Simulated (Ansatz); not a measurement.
Born–Oppenheimer molecular dynamics of CH9GaOSi (13 atoms, charge 0, multiplicity 1). It starts at the highest image of a converged band. Of that band: Neighbouring images differ by up to 1.3 eV, so the band resolves the path poorly. A vibrational analysis at the climbing image gives one clearly imaginary mode, 1268i cm⁻¹: a first-order saddle point.

Theory: RKS PBE0-D4/def2-SVP (Ansatz).

| Item | Value |
| --- | --- |
| ensemble | NVE (velocity Verlet) |
| time step | 0.5 fs |
| steps asked | 200 |
| starting velocities drawn for | 100 K |
| seed | 8087 |

First frame:

```xyz
13
Properties=species:S:1:pos:R:3
Ga -1.439 -0.276 0.092
Si 0.786 -1.725 0.620
H -1.680 -0.489 -1.437
H -2.340 -0.548 1.332
H 0.365 0.031 0.566
O -0.234 1.217 0.414
C 0.280 1.955 -0.663
H 1.287 -1.961 2.008
H -0.209 -2.816 0.321
H 1.906 -1.891 -0.359
H 0.987 2.714 -0.292
H 0.817 1.313 -1.390
H -0.525 2.475 -1.211
```

Question: What does the run give?

Answer: All steps were run.

- steps done: 200
- time covered: 100 fs
- mean temperature over the second half: 479 K
- spread of the potential energy over the second half: 9.0 meV per atom
- mean potential energy of the second half above the start: -41.5 meV per atom

The conserved energy stayed within 0.26 meV per atom of its start (net change 0.031 meV per atom), so the integration is sound. The kinetic energy rose, since the run started high on the potential surface and went downhill. It ends in pieces (CH4O + GaH5Si), so much of that is their flight and rotation, not heat. A run of 0.1 ps of so small a system gives no equilibrium averages. The orbitals stay closed-shell, which can raise the energy where a bond breaks towards radicals; this wasn't checked here.

Question: What happens to the structure?

Answer: Between its relaxed ends the band would form Si2–H5 and break Ga1–Si2, H5–O6. These pairs go: Si2–H5 1.81 → 4.41 Å, Ga1–Si2 2.71 → 2.50 Å, H5–O6 1.34 → 1.03 Å. In the last frame they stand as before the step (other bonds may differ from the relaxed reactants and products). Also parted: Ga1–H5 1.89 → 2.78 Å, Ga1–O6 1.95 → 2.48 Å. It ends as CH4O + GaH5Si. Pairs count as bonded within 1.25 times the sum of covalent radii (0.12 Å more for H–H). Another seed would give other details.

Question: How do temperature and energy run in time?

Answer: 
```tsv
time (fs)	T (K)	potential energy less start (eV)	conserved less start (meV/atom)
0	100	0.000	0.00
3	66	0.048	0.04
6	48	0.074	0.03
9	62	0.055	0.05
12	171	-0.101	0.02
15	240	-0.199	0.03
18	372	-0.389	-0.12
21	355	-0.362	0.08
24	530	-0.614	-0.16
27	635	-0.763	-0.23
30	581	-0.682	0.11
33	733	-0.902	-0.16
36	814	-1.019	-0.25
39	710	-0.867	0.07
42	698	-0.851	-0.08
45	649	-0.783	-0.20
48	500	-0.568	0.06
51	461	-0.511	0.11
54	494	-0.562	-0.13
57	415	-0.448	-0.02
60	333	-0.329	0.21
63	379	-0.397	-0.03
66	428	-0.468	-0.10
69	422	-0.456	0.15
72	505	-0.576	0.02
75	624	-0.748	-0.18
78	589	-0.695	0.00
81	520	-0.597	0.07
84	601	-0.716	-0.23
87	547	-0.638	-0.11
90	465	-0.518	0.09
93	535	-0.622	-0.26
96	447	-0.496	-0.18
99	336	-0.334	0.10
```

Run time: 11 min on 4 threads of Arm Neoverse N1 (shared host), peak memory 0.32 GiB.
